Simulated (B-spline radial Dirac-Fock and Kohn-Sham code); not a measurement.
The Zr-like isoelectronic sequence (40 electrons), Z = 49 to 57

These are calculated numbers from an atomic code on a B-spline grid; the model is multi-electron Dirac-Fock with separately optimised hole states, Breit and Lamb-shift corrections added in first order. Binding energies in eV, tabulated ground configurations ([Kr] 4d4 throughout). Electron correlation is not included.

```
  ion   2p1/2      3s   3d5/2  outermost level  NIST ionisation energy
 In⁹⁺  4128.6  1013.6   627.7       176.4 (4d)               178 ± 2.2
Sn¹⁰⁺  4372.3  1096.3   693.7       205.7 (4d)               208 ± 2.4
Sb¹¹⁺  4624.4  1182.6   762.9       236.9 (4d)               238 ± 2.5
Te¹²⁺  4885.0  1272.6   835.3       269.9 (4d)                 272 ± 3
 I¹³⁺  5154.2  1366.2   910.7       304.7 (4d)                 307 ± 3
Xe¹⁴⁺       ?       ?       ?                ?                       ?
Cs¹⁵⁺  5718.5  1564.3  1070.8       379.6 (4d)                 382 ± 3
Ba¹⁶⁺  6013.9  1668.8  1155.4       419.7 (4d)                 422 ± 3
La¹⁷⁺  6318.1  1777.0  1243.1       461.7 (4d)                 464 ± 3
```

Question: Fill in the row of Xe¹⁴⁺.

Answer: 2p1/2 5432.0, 3s 1463.4, 3d5/2 989.2, outermost 341.2 (4d), NIST 343 ± 3 eV.

NIST's values are for the lowest levels; a dash marks a value that is missing or belongs to another shell. Their kind here: theoretical. Where a p, d or f shell is open in either ion the computed value averages over both j values and all terms, while the table refers to the lowest levels; that difference holds spin-orbit splitting (largest in heavy or highly charged ions), term energies where several electrons share open shells, and correlation, and it can reach 10 % or more.
